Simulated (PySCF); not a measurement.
**Structure elucidation problem**

The spectra below were simulated for a compound C$_{4}$H$_{13}$ClOSi$_{2}$.

$^{1}$H NMR (400 MHz, computed): δ 3.83 (s, 3H), 3.40 (s, 3H), 1.27 (m, 1H), 1.09 (d, 3H), 1.02 (d, 3H).

$^{13}$C{$^{1}$H} NMR (computed): δ 52.8, 28.0, 19.6, 18.3.

PySCF 2.14.0 with density-fitted response routines calculation with geometry from GFN2-xTB and σ from GIAO-PBE0/pcSseg-1; single conformer, isolated molecule, relativity neglected, averaged over atoms made equivalent by symmetry, fast rotation or ring inversion.

δ = σ(ref) − σ, references computed at the same level: $^{1}$H (σref 31.72), $^{13}$C (σref 186.93) vs TMS.

Propose a structure and justify it.

Answers


- The formula gives 0 degrees of unsaturation.
- 4 carbon signals for 4 carbons: no two carbons are equivalent.
- Carbon types of the structure: 1 × CH, 3 × CH3, leaving 3 H on heteroatoms.
- δC 52.8: methyl carbon bonded to O; the inductive effect lowers its shielding.
- δC 28.0: sp3 CH bonded to Si.
- δC 19.6, 18.3: methyl carbon; a saturated carbon with 1 carbon neighbour and no heteroatom attached.
- δH 3.83: hydrogen on a methyl carbon bonded to O; its carbon carries O, which withdraws density.
- δH 3.40: hydrogen on a silicon bonded to Si.
- δH 1.27: hydrogen on an sp3 CH bonded to Si.
- δH 1.09, 1.02: hydrogen on a methyl carbon.

These data were computed for `CO[Si@@]([SiH3])(Cl)C(C)C`.

This is the structure that produced the data.

Shifts are as computed. Against solution values, carbons near 30 ppm lie about +3 ppm off and those near 130 ppm about +5 ppm. Of 1211 compounds with measured shifts, 218 miss one by over three times the rms of a fit or turn the order of signals round; such compounds aren't used in these exercises. Multiplicities follow the n + 1 count of equivalent neighbours, as no J values were calculated; m marks all less simple cases, F and P coupling included.
